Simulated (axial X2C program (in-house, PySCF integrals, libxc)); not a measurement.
## Density and ELF of GaC⁺

Calculated with an in-house all-electron X2C program for linear molecules (integrals from PySCF). Two-component (2c) means X2C with spin–orbit coupling and atomic mean-field two-electron Coulomb and Gaunt terms. Basis: Ga dyall-cv3z [9s9p7d4f1g], C dyall-v3z [7s6p2d1f] (cores contracted in-house); Gaussian nuclei, density fitting, unrestricted open shells. Masses: Ga 68.926 u, C 12.000 u.

PBE0, two-component, state Ω = 1 (⟨Sz⟩ = 1.00, ⟨Lz⟩ = 0.00 at PBE0); Ga at z = 0, C at z = 2.060 Å.

The maps cover the half plane through the axis: z from -2.4 to 4.2 Å along the bond, ρ from 0.15 to 2.25 Å away from it (steps of 0.3 Å, the bottom row nearest the axis).

log10 of the density in e/bohr³:

digits 0 to 9 span -5.30 to 1.37 evenly
```
00112222222222222211100
01122333333333333322110
11223344444444444332210
12233444444444444433221
12334455555555555543321
22344556666556666554321
23345567876666676654322
23345678987666786654332
```

Electron localisation function (collinear form, no current term, damped to 0 at low density):

digits 0 to 9 span 0.00 to 1.00 evenly
```
00000000000000000000000
00000233321001122100000
00014666542112455420000
00157765443225787641000
00477643223347899862000
02676421212358999863000
03775224641257768763100
04774237273255090553100
```

Axial spin density in 10⁻³ e/bohr³:

digits 0 to 9 span -6.67 to 6.67 evenly, values beyond are clipped
```
54444445555555555555555
44444444555555555555555
44444444555566666555555
44444444556678998755555
44444333467899999975555
44443102468999999986555
44431003558999999996555
44431004486743999996555
```

Occupations by symmetry block were frozen at the best pattern of an incomplete PBE0 search. Density functionals use the spin component along the axis (collinear). Other states lie close and PBE0, whose exact exchange favours high spin, may order them wrongly; the determinant shown need not be the ground state. The nearest other 2c determinant of the search, Ω = 2, lies 0.41 eV up at the distance of the search. With several unpaired electrons one determinant need not be a pure state. Open-shell Ω = 0 determinants with evenly filled partner blocks cannot be reached by this program, so the Ω shown need not be the lowest component. This is the Ω = 1 component of a π² triplet; the 0⁺ component is not one determinant and can lie lowest. The determinant is spin-polarised beyond a pure state at some levels (its spin-free form has ⟨S²⟩ too high), which makes Re and μ there less reliable.
